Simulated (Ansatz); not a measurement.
Relaxation of C₂H₈S₂Si (13 atoms, charge 0, multiplicity 1), to a largest force component of 0.02 eV/Å in at most 50 steps.

Level of theory: Ansatz, RKS PBE-D4/def2-SVP.

```xyz
13
Properties=species:S:1:pos:R:3:forces:R:3
Si -1.849 -0.667 0.194 -1.65 1.85 -0.55
C -0.292 0.142 0.735 0.48 -0.02 1.31
C 0.968 -0.454 0.158 1.53 0.92 0.88
S 1.371 -0.112 -1.607 -0.38 -1.20 -0.08
S 1.604 1.901 -1.671 -2.15 0.81 -0.38
H -3.024 -0.008 0.941 0.36 -0.32 -0.16
H -2.108 -0.403 -1.262 0.01 -0.14 -0.09
H -1.834 -2.064 0.451 0.06 -1.69 0.31
H -0.246 0.044 1.868 0.00 -0.04 -0.68
H -0.321 1.227 0.584 -0.05 0.50 -0.26
H 1.852 -0.073 0.752 -0.34 -0.13 -0.36
H 1.022 -1.536 0.319 -0.09 -0.64 -0.37
H 2.876 1.968 -1.447 2.22 0.11 0.44
```

Problem. Where does it end, and by what steps?

Solution. The forces met the threshold. After 10 steps the energy has fallen by 0.383 eV; H8 moved furthest, 0.65 Å.

| step | energy less start (eV) | largest force component (eV/Å) | accepted |
| --- | --- | --- | --- |
| 0 | 0.0000 | 2.216 | yes |
| 1 | -0.3008 | 0.698 | yes |
| 2 | -0.3393 | 0.267 | yes |
| 3 | -0.3503 | 0.135 | yes |
| 4 | -0.3607 | 0.041 | yes |
| 5 | -0.3694 | 0.138 | yes |
| 6 | -0.3738 | 0.152 | yes |
| 7 | -0.3797 | 0.143 | yes |
| 8 | -0.3810 | 0.095 | yes |
| 9 | -0.3827 | 0.037 | yes |
| 10 | -0.3829 | 0.019 | yes |

```xyz
13
Properties=species:S:1:pos:R:3
Si -1.772 -0.470 0.018
C -0.200 0.141 0.912
C 1.105 -0.478 0.414
S 1.315 -0.448 -1.418
S 1.116 1.576 -1.888
H -2.962 -0.150 0.886
H -1.973 0.199 -1.311
H -1.715 -1.963 -0.179
H -0.307 -0.051 2.002
H -0.157 1.246 0.792
H 1.998 -0.015 0.885
H 1.146 -1.569 0.627
H 2.426 1.948 -1.726
```

Whether the end is a true minimum wasn't checked by a vibrational analysis.

Time of the run: 23 s on 2 threads of Intel(R) Xeon(R) Platinum 8488C (Sapphire Rapids), with other jobs on the host, peak memory 0.19 GiB.
